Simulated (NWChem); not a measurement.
Program: NWChem. System: BCl2, charge 0, spin multiplicity 2, at a geometry optimised with UPBE/def2-SVP. The structure started from a generated list of species. Its SCF solution wasn't tested for a lower state. Level: G0W0@UPBE/def2-TZVP, RI basis def2-tzvp-rifit.

Job file:

```
start mol
memory heap 200 mb stack 700 mb global 1700 mb
geometry units angstroms nocenter noautoz
  Cl     1.540206     0.000000     0.103474
  B      0.000000     0.000000    -0.703622
  Cl    -1.540206     0.000000     0.103474
  symmetry group C2v
end
basis spherical
  * library def2-tzvp
end
basis "ri basis" bse spherical
  * library def2-tzvp-rifit
end
dft
  xc xpbe96 cpbe96
  odft
  mult 2
  iterations 100
  direct
  tolerances tight
end
task dft energy
gw
  states alpha occ 4 vir 2
  states beta occ 4 vir 2
end
task dft gw
```

NWChem printed:

```
             Northwest Computational Chemistry Package (NWChem) 7.3.0
             --------------------------------------------------------

                                NWChem Input Module
                                -------------------

 Scaling coordinates for geometry "geometry" by  1.889725989
 (inverse scale =  0.529177249)

 Turning off AUTOSYM since
 SYMMETRY directive was detected!

                             Geometry "geometry" -> ""
                             -------------------------

 Output coordinates in angstroms (scale by  1.889725989 to convert to a.u.)

  No.       Tag          Charge          X              Y              Z
 ---- ---------------- ---------- -------------- -------------- --------------
    1 Cl                  17.0000     1.54020600     0.00000000     0.10347400
    2 B                    5.0000     0.00000000     0.00000000    -0.70362200
    3 Cl                  17.0000    -1.54020600     0.00000000     0.10347400

 Effective nuclear repulsion energy (a.u.)     101.3817622067

            Nuclear Dipole moment (a.u.)
            ----------------------------
        X                 Y               Z
 ---------------- ---------------- ----------------
     0.0000000000     0.0000000000     0.0000113384

      Symmetry information
      --------------------

 Group name             C2v
 Group number             16
 Group order               4
 No. of unique centers     2

      Symmetry unique atoms

     1    2


 Summary of "ao basis" -> "" (spherical)
 ------------------------------------------------------------------------------
       Tag                 Description            Shells   Functions and Types
 ---------------- ------------------------------  ------  ---------------------
 *                         def2-tzvp                  on all atoms

 new library libraries.bse/

 Summary of "ri basis" -> "" (spherical)
 ------------------------------------------------------------------------------
       Tag                 Description            Shells   Functions and Types
 ---------------- ------------------------------  ------  ---------------------
 *                      def2-tzvp-rifit               on all atoms

  pbe96 is a nonlocal functional; adding pw91lda local functional.

                                 NWChem DFT Module
                                 -----------------

 Summary of "ao basis" -> "ao basis" (spherical)
 ------------------------------------------------------------------------------
       Tag                 Description            Shells   Functions and Types
 ---------------- ------------------------------  ------  ---------------------
 Cl                        def2-tzvp                13       37   5s5p2d1f
 B                         def2-tzvp                11       31   5s3p2d1f

 Summary of "ao basis" -> "ao basis" (spherical)
 ------------------------------------------------------------------------------
       Tag                 Description            Shells   Functions and Types
 ---------------- ------------------------------  ------  ---------------------
 Cl                        def2-tzvp                13       37   5s5p2d1f
 B                         def2-tzvp                11       31   5s3p2d1f

      Symmetry analysis of basis
      --------------------------

        a1         39
        a2         15
        b1         32
        b2         19

            General Information
            -------------------
          SCF calculation type: DFT
[...]
    beta     31     32     34     33     35     37     36     38     39     40
 overlap   0.993  0.978  0.981  0.997  0.999  0.994  0.998  1.000  0.991  0.991

   alpha     41     42     43     44     45     46     47     48     49     50
    beta     41     42     43     44     45     48     47     46     49     50
 overlap   1.000  0.993  0.997  0.993  0.996  0.972  0.998  1.000  0.999  0.974

   alpha     51     52     53     54     55     56     57     58     59     60
    beta     51     52     53     54     55     56     57     59     60     58
 overlap   0.999  0.993  0.992  1.000  1.000  0.985  0.996  0.964  0.955  0.999

   alpha     61     62     63     64     65     66     67     68     69     70
    beta     61     62     63     64     66     65     67     68     69     70
 overlap   0.977  1.000  0.973  0.999  0.999  0.998  0.988  0.992  0.977  0.981

   alpha     71     72     73     74     75     76     77     78     79     80
    beta     72     71     73     74     75     76     77     78     79     80
 overlap   0.966  0.987  0.996  0.988  1.000  1.000  0.999  0.994  0.991  1.000

   alpha     81     82     83     84     85     86     87     88     89     90
    beta     81     82     84     83     85     86     87     88     89     90
 overlap   1.000  1.000  0.997  1.000  0.997  0.999  0.999  0.997  0.999  0.998

   alpha     91     92     93     94     95     96     97     98     99    100
    beta     91     93     92     94     95     96     97     98     99    100
 overlap   0.999  1.000  1.000  0.998  1.000  0.998  1.000  1.000  1.000  1.000

   alpha    101    102    103    104    105
    beta    101    102    103    104    105
 overlap   1.000  1.000  1.000  1.000  1.000

     --------------------------
     Expectation value of S2:
     --------------------------
      <S2> =      0.7532 (Exact =     0.7500)

 center of mass
 --------------
 x =   0.00000000 y =   0.00000000 z =  -0.01189811

 moments of inertia (a.u.)
 ------------------
          22.126804386544           0.000000000000           0.000000000000
           0.000000000000         614.597179018710           0.000000000000
           0.000000000000           0.000000000000         592.470374632167

     Multipole analysis of the density
     ---------------------------------

     L   x y z        total         alpha         beta         nuclear
     -   - - -        -----         -----         ----         -------
     0   0 0 0     -0.000000    -20.000000    -19.000000     39.000000

     1   1 0 0      0.000000      0.000000      0.000000      0.000000
     1   0 1 0     -0.000000     -0.000000     -0.000000      0.000000
     1   0 0 1      0.149724      1.056602     -0.906889      0.000011

     2   2 0 0    -22.238166   -156.528332   -153.737503    288.027669
     2   1 1 0      0.000000      0.000000      0.000000      0.000000
     2   1 0 1     -0.000000     -0.000000     -0.000000      0.000000
     2   0 2 0    -22.397008    -11.831504    -10.565504      0.000000
     2   0 1 1     -0.000000     -0.000000      0.000000      0.000000
     2   0 0 2    -23.721435    -20.317632    -13.543672     10.139870

 Task  times  cpu:       10.6s     wall:       10.6s

                                NWChem Input Module
                                -------------------

                                 NWChem GW Module
                                 ----------------

                             ***********************
                             ***        GW       ***
                             ***********************

 Summary of "ri basis" -> "ri basis" (spherical)
 ------------------------------------------------------------------------------
       Tag                 Description            Shells   Functions and Types
 ---------------- ------------------------------  ------  ---------------------
 Cl                     def2-tzvp-rifit             29      113   9s7p6d5f2g
 B                      def2-tzvp-rifit             22       76   8s6p4d3f1g

                 Memory Information
                 ------------------
          Available GA per process is          1699.8 MBs
          Available stack per process is        700.0 MBs
          Available heap per process is           0.0 MBs

          Peak memory in Initialization
              Peak GA per process is                 11.1 MBs
              Peak stack per process is               0.1 MBs
              Peak heap per process is               11.5 MBs
              Memory not in MA per process            0.0 MBs

          Peak memory in AFF Calculation
              Peak GA per process is                102.7 MBs
              Peak stack per process is              84.8 MBs
              Peak heap per process is                0.0 MBs
              Memory not in MA per process           84.8 MBs

          Computing 2-center integrals
          Computing Inverse Cholesky factor
          Computing 3-center integrals
          Computing V_xc ...

          Computing Sigma_x
          Computing RPA polarizability
          Solving quasiparticle equations

                  Alpha Orbitals
          State     Energy (eV)     Error (eV)
          -----------------------------------
@GW        17        -12.740           0.000
@GW        18        -11.698           0.002
@GW        19        -11.449           0.002
@GW        20         -8.218           0.002
@GW        21         -0.048           0.002
@GW        22          3.761           0.002

                   Beta Orbitals
          State     Energy (eV)     Error (eV)
          -----------------------------------
@GW        16        -12.628           0.004
@GW        17        -12.385           0.002
@GW        18        -11.676           0.002
@GW        19        -11.350           0.002
@GW        20         -0.745           0.005
@GW        21          0.815           0.004

   Applying  -2.9920 eV scissor-shift to rest of particle states

   Applying   2.9562 eV scissor-shift to rest of hole states

   Applying  -3.2050 eV scissor-shift to rest of particle states

   Applying   2.3075 eV scissor-shift to rest of hole states

     GW Timing Statistics
   ------------------------
   Init.   :          0.1s
     ERIs  :          1.2s
     Distr.:          0.0s
     Vxc   :          0.2s
   Sigma_x :          0.0s
   RPA     :         11.2s
   Wmn     :          0.1s
   Sigma_c :          0.1s
   GW total:         12.9s

 Task  times  cpu:       12.9s     wall:       12.9s

 Total times  cpu:       23.5s     wall:       23.5s
```
